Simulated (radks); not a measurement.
Problem. Coherent X-ray form factor from a spherical all-electron density. All-electron calculation, scalar-relativistic Kohn-Sham, r2SCAN, spin-polarised, spherical densities, finite nucleus; meta-GGA in the generalised Kohn-Sham scheme; Fermi nuclear charge, rms radius of each element as measured or else 0.836 A^(1/3) + 0.57 fm. Program: a radial shooting solver on a logarithmic mesh with Libxc functionals.

sin(theta)/lambda (1/angstrom)  f0 (electrons)
0.05                                    12.955
0.1                                     12.822
0.15                                    12.606
0.2                                     12.319
0.25                                    11.971
0.3                                     11.577
0.4                                     10.707
0.5                                      9.814
0.6                                      8.972
0.8                                      7.567
1                                        6.493
1.25                                     5.395
1.5                                      4.426
2                                        2.900

The species is in the configuration that NIST lists as its ground one. Which atom or ion scatters so?

Solution. The manganese ion Mn12+, [Ne] 3s2 3p1. Extrapolating in s^2 from the first two rows gives f0(0) = 13.0, near the electron count 13; among species with that count, the fall with angle is slower the higher Z, and the table is that of Z = 25; from so few rows the species is fixed only to a neighbour or two.
